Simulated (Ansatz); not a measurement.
Cost and result for the atomization energy of B2ClF2HOSi, SMILES `FB(Cl)B1O[SiH]1F` (8 atoms, 8 bonds).

Cartesian coordinates in Å:
```
F 1.3260 1.4145 -2.1234
B 1.3514 0.4376 -1.2410
Cl 2.6443 -0.7395 -1.3565
B 0.1531 0.2190 -0.0831
O -0.0292 0.5655 1.2181
Si -1.3842 -0.4077 0.8286
F -1.4071 -1.7730 1.6422
H -2.6542 0.2835 1.1150
```

Total charge 0; spin multiplicity 1. The structure was optimised at the PBE0-D4/def2-TZVP level. It is one conformer, not always the lowest. Program: Ansatz. All runs use 4 threads of an Arm Neoverse V1 on a shared host. Times are those of one run each, without the atoms' runs, and a repeat can differ threefold. Electronic energies, without spin–orbit coupling; frozen cores. CCSD(T)/CBS adds CCSD(T) − MP2 in def2-TZVPP to the MP2 limit, and its time is that of the two runs behind it. T1 = 0.015. B3LYP takes the VWN-RPA correlation (the form of Gaussian; ORCA's B3LYP/G). HSE06 is the plane-wave form, built on full-range PBE exchange.

CCSD(T)/CBS is a level of theory with its own doubt, some kJ/mol a heavy atom from the limit and from the frozen cores, so smaller differences don't rank the functionals.

```csv
level,functions,wall time,atomization (kcal/mol),difference from CCSD(T)/CBS,per bond
BLYP-D4/def2-TZVPP,253,2.3 s,808.6,4.3,0.5
PBE-D4/def2-TZVPP (with forces),253,2.9 s,835.0,30.7,3.8
PBE0-D4/def2-TZVPP,253,4.2 s,809.8,5.5,0.7
BHLYP-D4/def2-TZVPP,253,4.6 s,770.0,-34.3,-4.3
HSE06-D4/def2-TZVPP,253,4.9 s,810.7,6.4,0.8
r2SCAN-D4/def2-TZVPP (with forces),253,6 s,819.5,15.2,1.9
B3LYP-D4/def2-TZVPP (with forces),253,7 s,802.2,-2.1,-0.3
PBE-QIDH/def2-TZVPP,253,8.5 s,805.3,1.0,0.1
CCSD(T)/def2-SVP,111,9.1 s,754.0,-50.3,-6.3
ωB97M-V/def2-TZVPP (with forces),253,14 s,811.9,7.6,1.0
MP2/def2-QZVPP,455,32 s,836.1,31.8,4.0
CCSD(T)/def2-TZVPP,253,4.7 min,780.8,-23.5,-2.9
CCSD(T)/CBS(def2),–,5.2 min,804.3,0.0,0.0
```

Leaving LDA and LC-ωPBE aside and taking each functional with its dispersion term where it has one, the values spread over 65.1 kcal/mol, from BHLYP-D4 to PBE-D4. LDA lies +116.3 kcal/mol from PBE without D4, its usual overbinding. The D4 term adds +7.7 kcal/mol with B3LYP and +4.0 kcal/mol with PBE0; it sums over pairs of atoms, weighted by their polarisabilities, and B3LYP, whose exchange is more repulsive, gets the larger term. From PBE to PBE0 (25 % exact exchange), in def2-TZVPP and without D4, the atomization energy moves by −24.5 kcal/mol: exact exchange takes away binding that semilocal exchange gives to molecules.
